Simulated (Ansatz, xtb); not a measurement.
**Relative energy of two isomers of C4H8BFO**

Structure X: `B[C@@H]1CO[C@H](F)C1`, a singlet. Structure Y: `B[C@@H]1CCO[C@@H]1F`, a singlet. Both are isolated molecules in the gas phase, relaxed with B3LYP/def2-SVP; the shapes shown needn't be the lowest conformers.

X (Å):

```yaml
atoms:
  - { symbol: C, position_ang: [-0.5549, -0.2063, -0.9242] }
  - { symbol: C, position_ang: [0.4969, -1.1257, -0.2771] }
  - { symbol: C, position_ang: [1.0500, 1.0694, 0.1356] }
  - { symbol: C, position_ang: [0.3030, 1.0549, -1.1861] }
  - { symbol: B, position_ang: [-1.7899, 0.1483, -0.0068] }
  - { symbol: F, position_ang: [0.1226, 1.5070, 1.1123] }
  - { symbol: O, position_ang: [1.4081, -0.2287, 0.3979] }
  - { symbol: H, position_ang: [-2.0823, -0.5314, 0.9468] }
  - { symbol: H, position_ang: [-2.5196, 1.0561, -0.3262] }
  - { symbol: H, position_ang: [-0.9517, -0.6289, -1.8666] }
  - { symbol: H, position_ang: [0.0744, -1.8235, 0.4616] }
  - { symbol: H, position_ang: [1.0767, -1.7046, -1.0177] }
  - { symbol: H, position_ang: [1.9254, 1.7286, 0.2274] }
  - { symbol: H, position_ang: [-0.2728, 1.9743, -1.3580] }
  - { symbol: H, position_ang: [1.0149, 0.9135, -2.0164] }
```

Y (Å):

```xyz
15

C    -0.5234    0.9923   -0.7890
C    -0.6678   -0.4847   -0.3716
C    -0.1340   -1.2363   -1.5966
C     0.7267    0.9157   -1.6722
B    -0.3256    2.0949    0.3144
F     1.8432    1.0555   -0.8221
O     0.7437   -0.3176   -2.2711
H    -0.1675    3.2434   -0.0228
H    -0.3458    1.8289    1.4912
H    -1.3633    1.2928   -1.4466
H    -0.0430   -0.6890    0.5113
H    -1.7020   -0.7634   -0.1219
H    -0.9393   -1.5154   -2.2990
H     0.4289   -2.1477   -1.3419
H     0.8309    1.7039   -2.4339
```

Q: Estimate E(Y) − E(X) at the level CCSD(T)/def2-SVP + ΔMP2/def2-TZVPP.

A: Too close to call at this level: CCSD(T)/def2-SVP + ΔMP2/def2-TZVPP gives E(Y) − E(X) = +2.50 kJ/mol.

Level by level:

```json
{"level": "GFN2-xTB", "geometry": "GFN2-xTB", "E(Y) − E(X) (kJ/mol)": "−3.57", "departure from the last row (kJ/mol)": "−6.07", "job, with rough time for the two": "optimisation, 0.66 s"}
{"level": "HF/STO-3G", "geometry": "GFN2-xTB", "E(Y) − E(X) (kJ/mol)": "−8.29", "departure from the last row (kJ/mol)": "−10.78", "job, with rough time for the two": "single point, 1.4 s"}
{"level": "r2SCAN-D4/def2-SVP", "geometry": "GFN2-xTB", "E(Y) − E(X) (kJ/mol)": "+0.48", "departure from the last row (kJ/mol)": "−2.02", "job, with rough time for the two": "single point, 11 s"}
{"level": "B3LYP/def2-SVP", "geometry": "B3LYP/def2-SVP", "E(Y) − E(X) (kJ/mol)": "+0.42", "departure from the last row (kJ/mol)": "−2.08", "job, with rough time for the two": "optimisation, 4.8 min"}
{"level": "HF/def2-SVP", "geometry": "B3LYP/def2-SVP", "E(Y) − E(X) (kJ/mol)": "−3.99", "departure from the last row (kJ/mol)": "−6.49", "job, with rough time for the two": "part of the CCSD(T) run"}
{"level": "MP2/def2-SVP", "geometry": "B3LYP/def2-SVP", "E(Y) − E(X) (kJ/mol)": "+4.56", "departure from the last row (kJ/mol)": "+2.06", "job, with rough time for the two": "part of the CCSD(T) run"}
{"level": "CCSD(T)/def2-SVP", "geometry": "B3LYP/def2-SVP", "E(Y) − E(X) (kJ/mol)": "+4.30", "departure from the last row (kJ/mol)": "+1.81", "job, with rough time for the two": "single point"}
{"level": "CCSD(T)/def2-SVP + ΔMP2/def2-TZVPP", "geometry": "B3LYP/def2-SVP", "E(Y) − E(X) (kJ/mol)": "+2.50", "departure from the last row (kJ/mol)": "", "job, with rough time for the two": "single point, 4.1 min"}
```

As drawn, both hold the same kinds of bond in the same numbers.

The largest departure from CCSD(T)/def2-SVP + ΔMP2/def2-TZVPP is that of HF/STO-3G, 10.78 kJ/mol. The last row adds to CCSD(T) the change of the MP2 difference between the two basis sets, here −1.81 kJ/mol.

With thermal terms from frequencies at re-optimised GFN2-xTB minima (ideal gas, soft modes damped towards free rotors, one conformer each, 298.15 K, 1 atm): on the last row, ΔE + ΔZPE = +2.27, ΔH = +2.75, ΔG = +1.63 kJ/mol.

The correlated steps freeze 7 core orbitals. Run with Ansatz 0.2.0, xtb 6.7.1; the last row on 2 threads of AMD EPYC (Zen 3) on a shared host.
